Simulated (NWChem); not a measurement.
System: CH6FNSi; SMILES C[Si@H](N)F

```xyz
10

C     -0.0338    -1.7358     0.1825
Si    -0.0709     0.0526    -0.3267
N      1.4276     0.7991     0.0379
F     -1.3333     0.7351     0.4624
H      0.7470    -2.2864    -0.3636
H      0.1692    -1.8307     1.2613
H     -1.0032    -2.2179    -0.0154
H     -0.3466     0.2715    -1.7723
H      1.8832     0.6434     0.9301
H      1.6521     1.7167    -0.3295
```
Atoms are numbered in this order, from 1.

All runs: NWChem. Pople sets run with spherical d functions. Coordinates come from a PBE0/def2-SVP optimisation. Vzz is the largest principal value of the second derivative of the potential at the nucleus (NWChem prints the opposite sign); η is the asymmetry. Non-relativistic.

```json
[
 {"level": "Hartree-Fock/6-31G*", "Vzz N3 (a.u.)": "-0.900", "η N3": "0.38", "relative time": "1"},
 {"level": "Hartree-Fock/def2-SVP", "Vzz N3 (a.u.)": "-0.959", "η N3": "0.39", "relative time": "1"},
 {"level": "CAM-B3LYP/6-31G*", "Vzz N3 (a.u.)": "-0.873", "η N3": "0.36", "relative time": "4"},
 {"level": "CAM-B3LYP/def2-SVP", "Vzz N3 (a.u.)": "-0.922", "η N3": "0.36", "relative time": "6"}
]
```

The last column is a rough cost ratio, cheapest run = 1.
